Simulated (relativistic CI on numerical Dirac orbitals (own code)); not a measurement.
A reference radial Dirac CI calculation of C gave the lowest total energy -37.69806 Ha in 18 SCF steps, from this input:

```
atom C  Z=6  charge=0  electrons=6
nucleus A=12  rms_radius_fm=2.4702
hamiltonian dirac-coulomb  breit=on  qed=on  c_scale=1
orbitals kli  potential=per-configuration
slater_scale 1
correlation none
mixing on
grid step=0.0125 r_max=62.6
scf mixing=0.4 start=green max_iterations=150 tolerance=2e-08 node_fill=0.05
configurations
  [He] 2s2 2p2
  [He] 2s 2p3
end
```

One setting was then changed (and the iteration limit cut to 56), and the output read:

```
SCF 1: [He] 2s2 2p2
 iter      energy (Ha)   residual   last orbital (Ha)
    1       -37.658955   1.32e-01     -0.36630
    2       -37.670910   5.86e-02     -0.37102
    3       -37.673978   8.98e-03     -0.39032
SCF 2: [He] 2s 2p3
 iter      energy (Ha)   residual   last orbital (Ha)
    1       -37.335017   1.44e-01     -0.36630
    2       -37.348279   6.30e-02     -0.36429
    3       -37.351500   9.09e-03     -0.37752
orbital energies (Ha): 1s -10.3491  2s -0.7047  2p1/2 -0.3906  2p3/2 -0.3903
configuration averages (Ha): Dirac-Coulomb, Breit, QED
  2s2 2p2                        -37.673978    0.002770    0.001661
  2s 2p3                         -37.351500    0.002741    0.001621
levels: no., configuration, term, J, E (cm-1), weight
   1 2s2 2p2                3P   0                0.0  1.00
   2 2s2 2p2                3P   1               16.5  1.00
   3 2s2 2p2                3P   2               44.0  1.00
   4 2s2 2p2                1D   2            12252.5  1.00
   5 2s 2p3                 5S*  2            21457.5  1.00
   6 2s2 2p2                1S   0            30595.4  1.00
   7 2s 2p3                 3D*  3            64575.4  1.00
   8 2s 2p3                 3D*  1            64577.9  1.00
   9 2s 2p3                 3D*  2            64578.8  1.00
  10 2s 2p3                 3P*  1            76900.9  1.00
  11 2s 2p3                 3P*  0            76902.3  1.00
  12 2s 2p3                 3P*  2            76904.1  1.00
  13 2s 2p3                 1D*  2           113857.6  1.00
  14 2s 2p3                 3S*  1           120018.4  1.00
lowest total energy -37.697532 Ha
end: converged
```

Task: Which setting was changed?
A. Breit term
B. SCF tolerance
C. speed of light
D. QED terms

Result: B. The SCF tolerance 0.05. This setting is bad on purpose; its numbers may not be properties of the ion.
